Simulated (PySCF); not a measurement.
# Correlation energy of Tc (technetium, neutral)

[Kr] 4d5 5s1 5p1, high-spin 8P determinant (an excited configuration). Computed with PySCF 2.14 in ANO-RCC-VTZP, with scalar relativity by spin-free X2C-1e. Frozen: [Ar] 3d10; 15 electrons correlated.

```json
{"level": "CCSD", "correlation energy (mhartree)": "-394.69"}
{"level": "(T)", "correlation energy (mhartree)": "-10.21"}
{"level": "CCSD(T)", "correlation energy (mhartree)": "-404.90"}
```

Diagnostics: T1 = 0.0092, D1 = 0.0433, largest double amplitude 0.032.

Cost of the coupled-cluster step: roughly 17 core-seconds, for 15 correlated electrons.

Iterations:

```
CC2 = 0
CCSD nocc = (np.int64(11), np.int64(4)), nmo = (54, 54)
frozen orbitals [[0, 1, 2, 3, 4, 5, 6, 7, 8, 9, 10, 11, 12, 13], [0, 1, 2, 3, 4, 5, 6, 7, 8, 9, 10, 11, 12, 13]]
max_cycle = 100
direct = 0
conv_tol = 1e-08
conv_tol_normt = 1e-06
diis_space = 8
diis_start_cycle = 0
Init t2, MP2 energy = -0.389751267377637
Init E_corr(UCCSD) = -0.389751267393391
cycle = 1  E_corr(UCCSD) = -0.389161789266473  dE = 0.000589478127  norm(t1,t2) = 0.0450526
cycle = 2  E_corr(UCCSD) = -0.394012359940234  dE = -0.00485057067  norm(t1,t2) = 0.0116487
cycle = 3  E_corr(UCCSD) = -0.394590781732433  dE = -0.000578421792  norm(t1,t2) = 0.00537132
cycle = 4  E_corr(UCCSD) = -0.394740396759721  dE = -0.000149615027  norm(t1,t2) = 0.000902135
cycle = 5  E_corr(UCCSD) = -0.394692683039548  dE = 4.77137202e-05  norm(t1,t2) = 0.000191244
cycle = 6  E_corr(UCCSD) = -0.394686706946469  dE = 5.97609308e-06  norm(t1,t2) = 3.16616e-05
cycle = 7  E_corr(UCCSD) = -0.394688405041876  dE = -1.69809541e-06  norm(t1,t2) = 7.10132e-06
cycle = 8  E_corr(UCCSD) = -0.394688381695194  dE = 2.33466825e-08  norm(t1,t2) = 1.20708e-06
cycle = 9  E_corr(UCCSD) = -0.394688349934084  dE = 3.17611097e-08  norm(t1,t2) = 2.24555e-07
cycle = 10  E_corr(UCCSD) = -0.394688351490814  dE = -1.55672986e-09  norm(t1,t2) = 5.36456e-08
UCCSD converged
E(UCCSD) = -4283.28787272832  E_corr = -0.394688351490814
UCCSD(T) correction = -0.0102068972710527
```

The basis was made for the ground configuration and has no added diffuse functions, which can raise the energy of the promoted electron.
